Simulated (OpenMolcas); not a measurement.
Sm3+: moving the ligands

Sm3+ with 6 ligands (fluoride) in trigonal prismatic coordination (D3h) at 2.27 Å, a polar angle of 53.0° against the regular 49.1°. A charge of +0.5 e stands 3.2 Å behind each ligand. Ligand basis ANO-RCC-VDZP.
```
Sm    0.0000    0.0000    0.0000
F     1.8136    0.0000    1.3652
F    -0.9068    1.5706    1.3652
F    -0.9068   -1.5706    1.3652
F     1.8136    0.0000   -1.3652
F    -0.9068    1.5706   -1.3652
F    -0.9068   -1.5706   -1.3652
```

* Program: OpenMolcas
* Method: CASSCF
* Basis: ANO-RCC-VDZP [7s6p4d2f1g]
* Scalar Hamiltonian: DKH2, point nucleus
* Active space: 5 electrons in 7 orbitals (4f)
* State averaging: 2S+1 = 6 odd, 21 roots; 2S+1 = 4 odd, 128 roots kept (CI in the orbitals of an earlier block, 108 in the spin-orbit step); 2S+1 = 2 odd, 130 roots kept (CI in the orbitals of an earlier block, 40 in the spin-orbit step)
* Spin-orbit coupling: state interaction with AMFI integrals over the reference wave functions

Runs around this geometry, states (labels of D3, the rotations of D3h). Energies in cm-1 above the lowest state or level, χT in cm3 K/mol.

```json
{"R (Å)": "2.13", "Ground state": "6A2", "First state of that spin": "6E 22.1", "First gap with spin-orbit (degeneracies)": "197.4 (2, 2)", "Width of lowest J": "404", "χT at 300 K": "0.300"}
{"R (Å)": "2.27", "Ground state": "6A2", "First state of that spin": "6E 20.4", "First gap with spin-orbit (degeneracies)": "156.1 (2, 2)", "Width of lowest J": "292", "χT at 300 K": "0.302"}
{"R (Å)": "2.34", "Ground state": "6A2", "First state of that spin": "6E 19.3", "First gap with spin-orbit (degeneracies)": "138.8 (2, 2)", "Width of lowest J": "254", "χT at 300 K": "0.303"}
```

Taking the width of the lowest J multiplet as R^-n, n = -ln(254 / 404) / ln(2.34 / 2.13) = 4.9 between the shortest and longest distance.

High states are left out of the spin-orbit mixing, which shifts the levels that they would mix with. Without dynamic correlation the ligand-field splitting of an f shell can come out too small, at times by half. A group larger than the point group allows holds several states that coincide in this model. No measured value stands beside these numbers; the geometry was imposed, not optimised, and the real ion may take another.
